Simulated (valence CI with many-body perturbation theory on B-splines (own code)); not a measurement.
**Lu³⁹⁺: calculated level list**

Level of theory: relativistic CI+MBPT: four valence electrons over a frozen Dirac-Fock core [Ar] 3d10, radial functions for each j: 9 s, 9 p, 8 d, 6 f, 3 g, 1 h, with the one-electron correlation potential Σ1 (screened to all orders), the two-electron term Σ2, the three-electron term Σ3, Breit, model QED; selected single and double excitations, second order for the rest (own B-spline code, finite nucleus).

The last digits are not significant, and no measured levels were compared; by estimate large intervals hold to a few tenths of a per cent, small ones and those within an open d or f shell to about a per cent.

Levels 1 to 33 of 33, with energies above the lowest level, (4s^2 4p1/2^2) J=0. "Leading %" is the weight of the configuration and term that name the level; weights of strongly mixed levels are sums over their largest components and can fall short. In the jj column 3d3/2^4 stands for four electrons in 3d with j = 3/2. Lifetimes count E1, E2, E3, M1 and M2 decay at the calculated energies, and are blank where another channel may lead or the interval is too uncertain; long ones can be off by a factor of two.

```csv
No.,Configuration,Term,J,E (eV),Leading %,g,Leading jj,Lifetime
1,4s2.4p2,3P,0,0.00,71,,4s^2 4p1/2^2 (99 %),
2,4s2.4p2,3P,1,72.58,99,1.497,4s^2 4p1/2 4p3/2 (99 %),396 ns
3,4s2.4p2,1D,2,76.61,62,1.181,4s^2 4p1/2 4p3/2 (99 %),16.3 μs
4,4s2.4p2,3P,2,152.23,62,1.311,4s^2 4p3/2^2 (99 %),223 ns
5,4s2.4p2,1S,0,160.99,70,,4s^2 4p3/2^2 (98 %),171 ns
6,4s.4p3,3P°,2,161.10,44,1.583,4s 4p1/2^2 4p3/2 (96 %),53.6 ps
7,4s.4p3,3D°,1,174.90,38,1.045,4s 4p1/2^2 4p3/2 (92 %),3.78 ps
8,4s2.4p.4d,3F°,2,215.08,71,0.771,4s^2 4p1/2 4d3/2 (96 %),172 ps
9,4s.4p3,5S°,2,226.63,41,1.522,4s 4p1/2 4p3/2^2 (77 %),444 ps
10,4s2.4p.4d,3D°,1,231.79,51,0.898,4s^2 4p1/2 4d3/2 (88 %),808 fs
11,4s.4p3,3D°,3,233.45,58,1.258,4s 4p1/2 4p3/2^2 (58 %),79.8 ps
12,4s2.4p.4d,3P°,2,244.89,35,1.254,4s^2 4p1/2 4d5/2 (70 %),2.33 ps
13,4s.4p3,3P°,0,245.19,96,,4s 4p1/2 4p3/2^2 (96 %),5.46 ps
14,4s2.4p.4d,3F°,3,246.41,43,1.179,4s^2 4p1/2 4d5/2 (57 %),3.51 ps
15,4s.4p3,3P°,1,251.64,51,1.265,4s 4p1/2 4p3/2^2 (90 %),2.95 ps
16,4s.4p3,1D°,2,254.74,64,1.123,4s 4p1/2 4p3/2^2 (82 %),1.78 ps
17,4s.4p3,3S°,1,256.01,40,1.349,4s 4p1/2 4p3/2^2 (93 %),1.38 ps
18,4s2.4p.4d,3D°,2,302.81,51,1.063,4s^2 4p3/2 4d3/2 (90 %),887 fs
19,4s2.4p.4d,3P°,1,303.67,52,1.135,4s^2 4p3/2 4d3/2 (90 %),1.05 ps
20,4s2.4p.4d,3P°,0,304.81,95,,4s^2 4p3/2 4d3/2 (95 %),1.08 ps
21,4s.4p2.4d,5F,1,304.91,47,0.403,4s 4p1/2^2 4d3/2 (96 %),22.5 ps
22,4s2.4p.4d,3F°,3,305.25,38,1.129,4s^2 4p3/2 4d3/2 (88 %),1.08 ps
23,4s2.4p.4d,1D°,2,307.39,29,1.311,4s^2 4p3/2 4d5/2 (62 %),270 ps
24,4s.4p2.4d,3D,2,307.71,27,1.170,4s 4p1/2^2 4d3/2 (90 %),25.5 ps
25,4s2.4p.4d,3F°,4,309.83,99,1.246,4s^2 4p3/2 4d5/2 (99 %),469 ns
26,4s.4p2.4d,3D,3,326.76,28,1.365,4s 4p1/2^2 4d5/2 (93 %),5.10 ps
27,4s2.4p.4d,1P°,1,327.25,48,1.185,4s^2 4p3/2 4d5/2 (76 %),2.45 ps
28,4s2.4p.4d,3D°,3,327.52,50,1.168,4s^2 4p3/2 4d5/2 (90 %),1.43 ps
29,4p4,3P,2,330.53,20,1.145,4s 4p1/2^2 4d5/2 (64 %),5.88 ps
30,4s.4p3,3P°,2,330.71,31,1.343,4s 4p3/2^3 (59 %),1.41 ps
31,4s.4p3,1P°,1,341.33,32,1.096,4s 4p3/2^3 (71 %),969 fs
32,4p4,3P,2,347.07,39,1.150,4p1/2^2 4p3/2^2 (57 %),1.98 ps
33,4p4,1S,0,349.39,53,,4p1/2^2 4p3/2^2 (87 %),2.53 ps
```

The ionisation energy to 4s2.4p 2P°_1/2 of the next ion comes out as 1877 eV (NIST: 1875 ± 4 eV (theoretical)). All 33 levels together are meant to be complete up to 354.98 eV.
